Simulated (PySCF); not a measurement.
Species: InMe2(CCH), C4H7In.
Bonds: In1–C2, In1–C6, In1–C10, C10–C11. Hydrogens: H3, H4, H5 on C2; H7, H8, H9 on C6; H12 on C11.

The calculation used PySCF, PBE0-D3(BJ)/def2-SVP geometry optimisation, gas phase, def2 core potentials past Kr.

Task: How far are the bound atoms from In1?

Result: 3 atoms: C10 2.126 Å, C6 2.158 Å, C2 2.158 Å. The nearest atom not counted as bound is H3, at 2.73 Å (others tie with it).

Task: List the angles at In1.

Result: 
| angle | degrees | distance of the outer atoms (Å) |
| --- | --- | --- |
| C2–In1–C6 | 126.7 | 3.86 |
| C2–In1–C10 | 116.7 | 3.65 |
| C6–In1–C10 | 116.6 | 3.64 |

Task: What is the shape at In1?

Result: Planar: angles 126.7°, 116.7° and 116.6°, sum 360.0°, 0.00 Å off the plane of its three neighbours. The In–C distances aren't all alike: 2.126 to 2.158 Å.

Task: What are the other bond lengths?

Result: C2–H3 and 5 like bonds 1.100 Å; C10–C11 1.222 Å; C11–H12 1.076 Å.

Task: Give some angles away from the centre.

Result: In1–C10–C11 179.7°.

Task: What are the rotational constants (commonest isotopes, rigid rotor)?

Result: A = 4068, B = 2148, C = 1431 MHz: an asymmetric top.

Point group: near C2v, missed by 0.24 Å at most; the miss may be what the optimiser left on a soft mode (C2 holds within 0.08 Å). Charge 0, singlet. PBE0-D3(BJ)/def2-SVP frequencies: not computed here.

Hardware: one thread of an Intel Xeon Platinum 8488C, shared host with 192 logical CPUs at a one-minute load of 64. Cost: 43 s wall, 0.48 GiB resident at most. This is the geometry optimisation.
